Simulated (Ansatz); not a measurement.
Consider the redistribution: `NC[SiH](Cl)I` + `[CH3][GeH2][Cl]` → `Cl[SiH](Cl)I` + `[CH3][GeH2][CH2]N`.

Program: Ansatz. Geometries: PBE0-D4/def2-TZVP. ΔE: electronic, gas phase. CBS: MP2 limit from def2 TZ/QZ plus the TZ coupled-cluster correction, frozen cores. DFT in def2-TZVPP. B3LYP here is the variant with VWN-RPA as its local correlation; programs differ in this. def2 core potentials past Kr. For Ge, I outer-core shells are correlated without core-valence functions, which leaves a few kJ/mol of doubt a bond. Scalar relativity is left out up to krypton. One conformer a species, not always the lowest.

`NC[SiH](Cl)I`:

```xyz
10

N    -0.645   -1.402    0.041
C    -0.369   -0.141   -0.627
Si    0.707    0.911    0.489
Cl    1.369    2.543   -0.567
I    -0.538    1.638    2.445
H     0.169   -2.001    0.055
H    -1.392   -1.909   -0.414
H     0.107   -0.217   -1.617
H    -1.304    0.408   -0.770
H     1.896    0.169    0.965
```

`[CH3][GeH2][Cl]`:

```xyz
8

C    -0.019    0.289    1.025
Ge   -0.146   -0.314   -0.814
Cl    1.650    0.333   -1.835
H     0.061    1.376    1.054
H     0.863   -0.146    1.497
H    -0.908   -0.018    1.580
H    -1.321    0.324   -1.569
H    -0.181   -1.844   -0.938
```

`Cl[SiH](Cl)I`:

Z-matrix (Å, degrees):
```
Si
Cl 1 2.034
I 1 2.417 2 110.1
Cl 1 2.034 2 109.2 3 121.0
H 1 1.472 2 108.9 3 -120.2
```

`[CH3][GeH2][CH2]N`:

```xyz
13

C    -0.092    0.826    1.999
Ge    0.211    0.834    0.067
C    -0.335   -0.882   -0.725
N     0.059   -0.944   -2.124
H     0.475    0.022    2.471
H    -1.151    0.678    2.216
H     0.220    1.773    2.440
H     1.716    1.038   -0.226
H    -0.568    1.987   -0.592
H     0.054   -1.698   -0.095
H    -1.426   -0.929   -0.662
H     1.065   -0.886   -2.221
H    -0.228   -1.818   -2.548
```

```tsv
level	ΔE (kJ/mol)	difference from CCSD(T)/CBS
PBE-D4	8.7	3.1
r2SCAN-D4	9.8	4.2
PBE0-D4	11.3	5.7
B3LYP-D4	12.0	6.4
ωB97X-V	12.3	6.7
ωB97M-V	10.9	5.3
B2PLYP	9.8	4.2
PBE	8.2	2.6
r2SCAN	9.4	3.8
PBE0	10.6	5.0
B3LYP	11.3	5.7
HF/def2-TZVPP	22.1	16.5
MP2/def2-TZVPP	5.7	0.1
SCS-MP2/def2-TZVPP	8.1	2.5
CCSD/def2-TZVPP	9.5	3.9
CCSD(T)/def2-TZVPP	8.2	2.6
HF/def2-QZVPP	22.4	16.8
MP2/def2-QZVPP	4.4	-1.2
SCS-MP2/def2-QZVPP	7.2	1.6
HF/CBS(def2)	22.5	16.9
MP2/CBS(def2)	3.2	-2.4
CCSD/CBS(def2)	6.9	1.3
CCSD(T)/CBS	5.6	0
```

Largest T1 diagnostic among the species: 0.010.

In def2-TZVPP, CCSD(T) changes the Hartree–Fock value by −13.9 kJ/mol (the triples alone add −1.3 kJ/mol) and MP2 by −16.4 kJ/mol.
